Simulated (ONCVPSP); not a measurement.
# How hard is this Mn (Z = 25) ONCV potential?

Mn, optimised norm-conserving Vanderbilt (ONCV), made with ONCVPSP 4.0.1 (PBE, fully relativistic). Core [Ar], reference 3d5 4s1.5 4p0.5. Waves: 4s: rc 2.55 bohr, ncon 3, nbas 7, qcut 2.6 1/bohr, 1 projector; 4p: rc 2.25 bohr, ncon 4, nbas 7, qcut 3.2 1/bohr, 2 projectors, debl 0.7 Ha; 3d: rc 2.05 bohr, ncon 4, nbas 9, qcut 7 1/bohr, 2 projectors, debl 0.5 Ha; f scattering state at 0.39 Ha: rc 2.45 bohr, ncon 4, nbas 7, qcut 4.2 1/bohr, 2 projectors, debl 2 Ha. Local part: polynomial inside 1.50 bohr (lpopt 5, dvloc0 -1 Ha). Core correction: none.

Open shells are filled in proportion to 2j + 1.

Task: For each optimised wave give the share of its norm inside rc, the residual kinetic energy above qcut (Ha) and the cutoffs (Ha) for errors of 10, 1, 0.1 and 0.01 mHa per electron.

Result:

| wave | norm inside rc | residual KE | 10 mHa | 1 mHa | 0.1 mHa | 0.01 mHa |
| --- | --- | --- | --- | --- | --- | --- |
| 4s | 0.382 | 6.3e-04 | 1.7 | 3.1 | 15.5 | 28.9 |
| 4p j=3/2 | 0.089 | 1.3e-04 | 0.7 | 1.6 | 8.8 | 27.5 |
| p projector 2 j=3/2 | 0.199 | 1.1e-02 | 6.4 | 31.3 | 39.3 | 50.1 |
| 4p j=1/2 | 0.094 | 9.3e-05 | 0.7 | 1.7 | 5.2 | 26.8 |
| p projector 2 j=1/2 | 0.201 | 9.3e-03 | 4.0 | 30.6 | 39.1 | 47.9 |
| 3d j=5/2 | 0.885 | 4.9e-05 | 18.1 | 21.1 | 23.6 | 62.8 |
| d projector 2 j=5/2 | 0.062 | 2.4e-05 | 15.4 | 19.6 | 22.7 | 29.5 |
| 3d j=3/2 | 0.887 | 4.9e-05 | 18.1 | 21.1 | 23.6 | 63.3 |
| d projector 2 j=3/2 | 0.062 | 2.5e-05 | 15.4 | 19.6 | 22.7 | 29.6 |
| f projector 1 j=7/2 | 0.026 | 1.9e-05 | 1.4 | 3.5 | 6.7 | 10.0 |
| f projector 2 j=7/2 | 0.226 | 1.5e-02 | 9.4 | 19.1 | 38.1 | 43.8 |
| f projector 1 j=5/2 | 0.026 | 1.9e-05 | 1.4 | 3.5 | 6.7 | 10.0 |
| f projector 2 j=5/2 | 0.226 | 1.5e-02 | 9.4 | 19.1 | 38.1 | 43.9 |

The occupied waves need 21 Ha and 24 Ha for 1 and 0.1 mHa. Note: ghosts flagged at negative energy: s at -34.3 eV; GHOST(+) flagged for p3/2 at 44.1 eV, p1/2 at 45.3 eV, f7/2 at 101.8 eV, f5/2 at 102.6 eV, p1/2 at 528.0 eV and 1 more. A true bound ghost makes a file unfit for plane-wave use.
